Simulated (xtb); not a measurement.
All values below come from GFN2-xTB (xtb 6.7.1).

```
xtb start.xyz --ohess tight --gfn 2 --chrg 0 --uhf 0 --iterations 400

# start.xyz
20

B     -3.121478    -1.159968     0.286979
C     -1.792280    -0.401267     0.068796
C     -1.859001     0.920139    -0.411856
C     -0.877108     1.845805    -0.704411
C      0.502447     1.715547    -0.597668
F      1.196026     2.816756    -0.965824
C      1.258012     0.639701    -0.176901
C      2.650172     0.561688    -0.090023
C      2.992734    -0.703835     0.380910
C      1.838907    -1.445298     0.599658
C      0.720488    -0.663896     0.270453
C     -0.591931    -1.074089     0.362870
H     -4.142902    -0.638802     0.057278
H     -3.113737    -2.259852     0.683574
H     -2.866713     1.278454    -0.584415
H     -1.204610     2.812012    -1.067958
H      3.331127     1.351636    -0.346020
H      3.997319    -1.049720     0.547752
H      1.797272    -2.455650     0.962466
H     -0.714743    -2.089363     0.724341
```

Output:

```
[...]
        31                         -0.2915389              -7.9332
        32                         -0.2292079              -6.2371
        33                         -0.1567832              -4.2663
        34                         -0.1159542              -3.1553
        35                         -0.1017699              -2.7693
        36                          0.0254546               0.6927
        37                          0.0971031               2.6423
        38                          0.1152514               3.1361
        39                          0.1247730               3.3952
        40                          0.1488912               4.0515
       ...                                ...                  ...
        56                          0.7270716              19.7846
      -------------------------------------------------------------
                  HL-Gap            0.0707477 Eh            1.9251 eV
             Fermi-level           -0.3377826 Eh           -9.1915 eV

     #   Z          covCN         q      C6AA      α(0)
     1   5 B        2.788     0.222    17.981     7.088
     2   6 C        2.866    -0.072    29.786     8.946
     3   6 C        2.898    -0.011    28.292     8.721
     4   6 C        2.895    -0.053    29.326     8.879
     5   6 C        2.755     0.182    24.084     8.036
     6   9 F        0.791    -0.215    11.388     3.986
     7   6 C        3.080    -0.008    28.126     8.694
     8   6 C        3.011    -0.044    29.062     8.843
     9   6 C        3.037    -0.026    28.625     8.776
    10   6 C        3.021    -0.051    29.252     8.872
    11   6 C        3.060     0.006    27.824     8.650
    12   6 C        2.901    -0.012    28.305     8.723
    13   1 H        0.939    -0.096     5.424     3.641
    14   1 H        0.939    -0.095     5.396     3.632
    15   1 H        0.925     0.054     2.268     2.355
    16   1 H        0.925     0.059     2.208     2.324
    17   1 H        0.926     0.041     2.439     2.442
    18   1 H        0.926     0.033     2.542     2.493
    19   1 H        0.926     0.032     2.562     2.503
    20   1 H        0.925     0.055     2.264     2.353

 Mol. C6AA /au·bohr⁶  :       5552.861792
 Mol. C8AA /au·bohr⁸  :     140067.550196
 Mol. α(0) /au        :        119.958918

Wiberg/Mayer (AO) data.
largest (>0.10) Wiberg bond orders for each atom

 ---------------------------------------------------------------------------
     #   Z sym  total        # sym  WBO       # sym  WBO       # sym  WBO
 ---------------------------------------------------------------------------
     1   5 B    3.204 --     2 C    1.089    14 H    0.980    13 H    0.980
     2   6 C    3.959 --     3 C    1.339    12 C    1.335     1 B    1.089
     3   6 C    3.982 --     4 C    1.453     2 C    1.339    15 H    0.966
     4   6 C    3.988 --     3 C    1.453     5 C    1.345    16 H    0.963
     5   6 C    3.884 --     7 C    1.365     4 C    1.345     6 F    0.968
     6   9 F    1.110 --     5 C    0.968
     7   6 C    3.986 --     5 C    1.365     8 C    1.363    11 C    1.026
     8   6 C    3.959 --     9 C    1.396     7 C    1.363    17 H    0.972
     9   6 C    3.989 --    10 C    1.424     8 C    1.396    18 H    0.974
    10   6 C    3.987 --     9 C    1.424    11 C    1.336    19 H    0.972
    11   6 C    3.988 --    12 C    1.436    10 C    1.336     7 C    1.026
    12   6 C    3.980 --    11 C    1.436     2 C    1.335    20 H    0.961
    13   1 H    0.991 --     1 B    0.980
    14   1 H    0.991 --     1 B    0.980
    15   1 H    0.997 --     3 C    0.966
    16   1 H    0.996 --     4 C    0.963
    17   1 H    0.998 --     8 C    0.972
    18   1 H    0.998 --     9 C    0.974
    19   1 H    0.998 --    10 C    0.972
    20   1 H    0.996 --    12 C    0.961
 ---------------------------------------------------------------------------

Topologies differ in total number of bonds
Writing topology from bond orders to xtbtopo.mol

molecular dipole:
                 x           y           z       tot (Debye)
 q only:       -0.366      -0.409       0.132
   full:       -0.231      -0.320       0.105       1.038
molecular quadrupole (traceless):
                xx          xy          yy          xz          yz          zz
 q only:        0.994      -5.025      -2.087       1.801       1.040       1.093
  q+dip:        2.802      -7.244      -0.031       2.883      -1.543      -2.771
   full:       -0.266      -6.877      -1.777       2.376       1.205       2.044

           -------------------------------------------------
          |                Geometry Summary                 |
           -------------------------------------------------

      molecular mass/u    :      157.9803162
   center of mass at/Å    :        0.2797661       0.3459074      -0.1129465
  moments of inertia/u·Å² :        0.3570522E+03   0.5493771E+03   0.9064292E+03
rotational constants/cm⁻¹ :        0.4721336E-01   0.3068499E-01   0.1859785E-01

 * 19 selected distances

     #   Z          #   Z                                           value/Å
     1   5 B        2   6 C                                       1.5459621 (max)
     2   6 C        3   6 C                                       1.4076904
     3   6 C        4   6 C                                       1.3807825
     4   6 C        5   6 C                                       1.3897962
     5   6 C        7   6 C                                       1.3803508
     7   6 C        8   6 C                                       1.3970482
     8   6 C        9   6 C                                       1.3930813
     9   6 C       10   6 C                                       1.3888611
    10   6 C       11   6 C                                       1.4035051
     2   6 C       12   6 C                                       1.4071272
    11   6 C       12   6 C                                       1.3781303
     1   5 B       13   1 H                                       1.1694801
     1   5 B       14   1 H                                       1.1692273
     3   6 C       15   1 H                                       1.0833513
     4   6 C       16   1 H                                       1.0830421
     8   6 C       17   1 H                                       1.0738958 (min)
     9   6 C       18   1 H                                       1.0754831
    10   6 C       19   1 H                                       1.0743251
    12   6 C       20   1 H                                       1.0846776

 * 4 distinct bonds (by element types)

   Z      Z             #   av. dist./Å        max./Å        min./Å
   1 H    5 B           2     1.1693537     1.1694801     1.1692273
   1 H    6 C           6     1.0791292     1.0846776     1.0738958
   5 B    6 C           1     1.5459621     1.5459621     1.5459621
   6 C    6 C          10     1.3926373     1.4076904     1.3781303

           -------------------------------------------------
          |               Frequency Printout                |
           -------------------------------------------------
 projected vibrational frequencies (cm⁻¹)
eigval :       -0.00    -0.00    -0.00    -0.00     0.00     0.00
eigval :       86.28   105.34   168.88   202.63   250.58   257.57
eigval :      291.26   337.77   343.60   393.89   478.34   516.94
eigval :      560.75   587.84   602.97   680.04   702.18   743.29
eigval :      782.47   800.67   811.05   823.34   833.20   838.57
eigval :      871.40   891.21   931.92   941.03  1014.75  1064.02
eigval :     1098.58  1118.17  1159.85  1178.95  1229.72  1250.36
eigval :     1260.46  1313.83  1356.70  1366.83  1418.92  1442.55
eigval :     1485.14  1515.10  1583.43  1590.06  2640.65  2672.94
eigval :     3039.69  3052.01  3067.46  3129.15  3144.13  3153.54
 reduced masses (amu)
   1: 12.38   2: 13.36   3: 10.60   4: 12.84   5: 11.24   6: 11.62   7:  9.73   8: 10.94
   9: 10.55  10:  3.23  11: 12.11  12: 10.58  13: 10.86  14:  8.72  15: 12.88  16: 12.25
  17:  9.59  18: 10.98  19:  9.83  20: 12.33  21: 10.58  22: 11.39  23: 11.40  24: 11.34
  25:  3.04  26:  3.83  27: 10.79  28:  3.77  29:  4.61  30:  4.29  31:  3.82  32:  3.91
  33:  3.88  34:  9.45  35: 10.54  36:  4.01  37:  4.87  38:  6.73  39:  9.09  40:  5.92
  41:  7.31  42:  6.43  43:  3.57  44:  7.64  45:  7.39  46:  8.03  47: 10.00  48:  9.28
  49: 11.13  50: 11.33  51: 11.46  52: 11.91  53:  1.43  54:  2.14  55:  1.79  56:  1.76
  57:  1.83  58:  1.81  59:  1.89  60:  1.92
 IR intensities (km·mol⁻¹)
   1:  0.04   2:  0.05   3:  0.07   4:  0.01   5:  0.00   6:  0.07   7:  0.92   8:  1.24
   9:  0.03  10:  5.12  11:  0.97  12:  0.03  13:  3.01  14:  3.74  15:  1.26  16:  2.01
  17:  0.17  18:  2.21  19:  0.42  20: 10.90  21:  5.42  22:  0.18  23:  1.85  24:  6.53
  25:  2.40  26:156.29  27:  7.12  28:  8.58  29: 39.16  30: 11.29  31:  1.90  32:  1.84
  33:  2.25  34: 11.23  35: 48.34  36:  0.43  37:  2.98  38:  3.98  39:104.89  40: 77.41
  41:114.68  42: 82.70  43: 16.55  44: 10.14  45: 13.13  46:  2.24  47:  3.11  48: 29.38
  49:  8.89  50: 50.13  51:106.81  52:246.81  53:228.46  54:117.20  55: 15.73  56:  6.81
  57: 15.64  58: 22.49  59: 35.51  60: 14.06
 Raman intensities (Ä⁴*amu⁻¹)
   1:  0.00   2:  0.00   3:  0.00   4:  0.00   5:  0.00   6:  0.00   7:  0.00   8:  0.00
   9:  0.00  10:  0.00  11:  0.00  12:  0.00  13:  0.00  14:  0.00  15:  0.00  16:  0.00
  17:  0.00  18:  0.00  19:  0.00  20:  0.00  21:  0.00  22:  0.00  23:  0.00  24:  0.00
  25:  0.00  26:  0.00  27:  0.00  28:  0.00  29:  0.00  30:  0.00  31:  0.00  32:  0.00
  33:  0.00  34:  0.00  35:  0.00  36:  0.00  37:  0.00  38:  0.00  39:  0.00  40:  0.00
  41:  0.00  42:  0.00  43:  0.00  44:  0.00  45:  0.00  46:  0.00  47:  0.00  48:  0.00
  49:  0.00  50:  0.00  51:  0.00  52:  0.00  53:  0.00  54:  0.00  55:  0.00  56:  0.00
  57:  0.00  58:  0.00  59:  0.00  60:  0.00
Molecule has the following symmetry elements: (sigma)
It seems to be the Cs point group
 output can be read by thermo (or use thermo option).
 writing <g98.out> molden fake output.
 recommended (thermochemical) frequency scaling factor: 1.0
           -------------------------------------------------
          |             Thermodynamic Functions             |
           -------------------------------------------------

cs  symmetry found (for desy threshold:  0.10E+00) used in thermo

          ...................................................
          :                      SETUP                      :
          :.................................................:
          :  # frequencies                          54      :
          :  # imaginary freq.                       0      :
          :  linear?                             false      :
          :  only rotor calc.                    false      :
          :  symmetry                               cs      :
          :  rotational number                       1      :
          :  scaling factor                  1.0000000      :
          :  rotor cutoff                   50.0000000 cm⁻¹ :
          :  imag. cutoff                  -20.0000000 cm⁻¹ :
          :.................................................:

    mode    ω/cm⁻¹     T·S(HO)/kcal·mol⁻¹    T·S(FR)/kcal·mol⁻¹   T·S(vib)
   ------------------------------------------------------------------------
       1     86.28    -1.11588 ( 89.86%)    -0.89483 ( 10.14%)    -1.09348
       2    105.34    -0.99970 ( 95.17%)    -0.83572 (  4.83%)    -0.99178
       3    168.88    -0.72983 ( 99.24%)    -0.69592 (  0.76%)    -0.72957
       4    202.63    -0.62883 ( 99.63%)    -0.64196 (  0.37%)    -0.62887
       5    250.58    -0.51475 ( 99.84%)    -0.57904 (  0.16%)    -0.51485
       6    257.57    -0.50034 ( 99.86%)    -0.57089 (  0.14%)    -0.50044
       7    291.26    -0.43728 ( 99.91%)    -0.53449 (  0.09%)    -0.43736
   ------------------------------------------------------------------------

   temp. (K)  partition function   enthalpy   heat capacity  entropy
                                   cal/mol     cal/K/mol   cal/K/mol   J/K/mol
 298.15  VIB   203.                 4581.104     34.244     25.826
         ROT  0.102E+07              888.752      2.981     30.473
         INT  0.207E+09             5469.857     37.225     56.298
         TR   0.192E+28             1481.254      4.968     41.062
         TOT                        6951.1105    42.1934    97.3607   407.3573

       T/K    H(0)-H(T)+PV         H(T)/Eh          T*S/Eh         G(T)/Eh
   ------------------------------------------------------------------------
    298.15    0.110773E-01    0.155017E+00    0.462592E-01    0.108757E+00
   ------------------------------------------------------------------------

         :::::::::::::::::::::::::::::::::::::::::::::::::::::
         ::                  THERMODYNAMIC                  ::
         :::::::::::::::::::::::::::::::::::::::::::::::::::::
         :: total free energy         -31.280502107913 Eh   ::
         ::.................................................::
         :: total energy              -31.389259398383 Eh   ::
         :: zero point energy           0.143939212178 Eh   ::
         :: G(RRHO) w/o ZPVE           -0.035181921708 Eh   ::
         :: G(RRHO) contrib.            0.108757290470 Eh   ::
         :::::::::::::::::::::::::::::::::::::::::::::::::::::

optimized geometry written to: xtbopt.xyz

           -------------------------------------------------
          | TOTAL ENERGY              -31.389259398383 Eh   |
          | TOTAL ENTHALPY            -31.234242886543 Eh   |
          | TOTAL FREE ENERGY         -31.280502107913 Eh   |
          | GRADIENT NORM               0.000132924760 Eh/α |
          | HOMO-LUMO GAP               1.925142629078 eV   |
           -------------------------------------------------

------------------------------------------------------------------------
```

Cost: about 3 core-seconds (a rough figure).
